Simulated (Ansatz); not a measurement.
ZrH4, relaxed as a singlet with RKS PBE-D4/def2-TZVP in Ansatz, starting from the GFN2-xTB geometry. Force threshold 0.02 eV/Å.

In the def2 sets Zr takes a core potential; there is no spin–orbit coupling.

Start:

```xyz
5

Zr   -0.0021   -0.0010    0.0033
H     0.8183   -1.6827    0.4255
H     0.7417    1.3736    1.1151
H    -1.8939   -0.1133    0.2934
H     0.3360    0.4234   -1.8373
```

| step | energy (eV) | largest force component (eV/Å) | SCF passes |
| --- | --- | --- | --- |
| 1 | -1342.8888 | 0.643 | 20 |
| 2 (rejected) | -1342.5966 | 1.637 | 29 |
| 3 | -1342.9623 | 0.304 | 24 |
| 4 | -1342.9785 | 0.023 | 25 |
| 5 | -1342.9786 | 0.001 | 25 |

Force components are those of the run's own axes.

End:

```xyz
5

Zr    0.0000    0.0000    0.0000
H     0.7876   -1.6232    0.4127
H     0.7141    1.3241    1.0781
H    -1.8255   -0.1099    0.2849
H     0.3238    0.4090   -1.7758
```

By distances, no bond broke or formed. The bond that changes most is Zr1–H5, from 1.92 to 1.85 Å (atoms count from 1).

No frequencies were taken in this run, so the end may be a saddle point.

Run time 2 s (4 threads of Arm Neoverse V2 on a shared host).
